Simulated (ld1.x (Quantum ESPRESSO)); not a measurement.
**Mo, TM: configuration errors across variants**

| Quantity | Value |
| --- | --- |
| Element | Mo |
| Generator | ld1.x (Quantum ESPRESSO) 7.5 |
| Type | norm-conserving Troullier–Martins (Kleinman–Bylander form) |
| Functional | PBE |
| Relativity | scalar-relativistic |
| Frozen core | [Kr] |
| Valence charge | 6 |
| Reference configuration | 4d5 5s1 5p0 |
| Partial waves | 5s (bound): rc 2.45 bohr; 5p (bound, empty): rc 4.20 bohr; 4d (bound): rc 1.30 bohr |
| Local potential | the d channel |
| Core correction | none |

All-electron excitation energies from the reference (eV): (1) 4d5 5s0 5p0 6.890; (2) 4d4 5s0 5p0 22.352; (3) 4d3 5s0 5p0 49.096; (4) 4d5 5s0.5 5p0 2.727; (5) 4d4 5s1 5p0 8.064; (6) 4d4 5s2 5p0 0.199; (7) 4d2 5s0 5p0 88.600.

1 further variants failed, have other tests or too few solved ones, and are left out.

A true bound ghost makes a file unfit for plane-wave use even where its test errors are small: the radial tests pick states by their node count and pass the ghost by.

Errors AE − PS in meV (a dash: test not solved or not reliable):

```tsv
change	(1)	(2)	(3)	(4)	(5)	(6)	(7)	bound ghosts
base	+18	+76	+62	+2.1	-11	-31	-55	s, p
wave 4d (bound): rc 1.30 bohr becomes 4d (bound): rc 0.86 bohr	+17	+84	+93	+2.0	-22	-38	-1.9	s, p
wave 4d (bound): rc 1.30 bohr becomes 4d (bound): rc 1.12 bohr	+18	+77	+67	+2.2	+0.5	-23	-49	s, p
wave 4d (bound): rc 1.30 bohr becomes 4d (bound): rc 1.18 bohr	+18	+77	+65	+2.2	-5.4	-27	-52	s, p
wave 4d (bound): rc 1.30 bohr becomes 4d (bound): rc 1.38 bohr	+18	+75	+61	+2.1	-12	-31	-56	s, p
wave 4d (bound): rc 1.30 bohr becomes 4d (bound): rc 1.48 bohr	+18	+75	+60	+2.1	-13	-32	-57	s, p
wave 4d (bound): rc 1.30 bohr becomes 4d (bound): rc 1.56 bohr	+18	+75	+59	+2.1	-14	-32	-57	s, p
wave 4d (bound): rc 1.30 bohr becomes 4d (bound): rc 1.70 bohr	+18	+75	+58	+2.2	-15	-33	-57	s, p
wave 4d (bound): rc 1.30 bohr becomes 4d (bound): rc 1.96 bohr	+18	+73	+55	+2.2	-16	-33	-54	s, p
```

Q: Give the same row for: wave 4d (bound): rc 1.30 bohr becomes 4d (bound): rc 1.86 bohr.

A: +18, +74, +57, +2.2, -15, -33, -55; bound ghosts: s, p.
